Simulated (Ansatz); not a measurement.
Reaction (substitution at a C–Si bond): `C[Si]1(O)C=C1` + `NBBr` → `CNBBr` + `O[SiH]1C=C1`

Calculated with Ansatz (gas phase, PBE0-D4/def2-TZVP geometries, no zero-point term in ΔE). CCSD(T)/CBS is the MP2 limit (def2-TZVPP, def2-QZVPP) plus CCSD(T) − MP2 in def2-TZVPP, frozen cores. For Br outer-core shells are correlated without core-valence functions, which leaves a few kJ/mol of doubt a bond. Scalar relativity is left out up to krypton. Each species was taken in one conformer, which may not be the lowest.

```json
{"species": "`C[Si]1(O)C=C1`", "CCSD(T)/CBS(def2) energy (Eh)": "-482.02182"}
{"species": "`NBBr`", "CCSD(T)/CBS(def2) energy (Eh)": "-2654.70322"}
{"species": "`CNBBr`", "CCSD(T)/CBS(def2) energy (Eh)": "-2693.95268"}
{"species": "`O[SiH]1C=C1`", "CCSD(T)/CBS(def2) energy (Eh)": "-442.74227"}
```

Question: Work out ΔE.

Answer: ΔE = (-2693.95268) + (-442.74227) − (-482.02182) − (-2654.70322) = 0.03009 Eh = +18.9 kcal/mol.

Question: What do rigid-rotor, harmonic-oscillator terms from PBE0-D4/def2-TZVP frequencies (298.15 K, 1 bar) make of the CCSD(T)/CBS value? (An estimate is asked.)

Answer: Computed: ΔZPE = -0.2 kcal/mol, ΔH = +18.5 kcal/mol, ΔS = -5 J/(mol·K), ΔG = +18.8 kcal/mol.

Largest T1 diagnostic among the species: 0.012.

Leaving LDA and LC-ωPBE aside and taking each functional with its dispersion term where it has one, the values, not all of them listed here, spread over 2.1 kcal/mol, from BLYP-D4 to B97M-V. In def2-TZVPP, CCSD(T) changes the Hartree–Fock value by +1.4 kcal/mol (the triples alone add +0.1 kcal/mol) and MP2 by +2.4 kcal/mol. At CCSD(T), def2-SVP lies −4.4 kcal/mol from the extrapolated value and def2-TZVPP −0.3 kcal/mol.
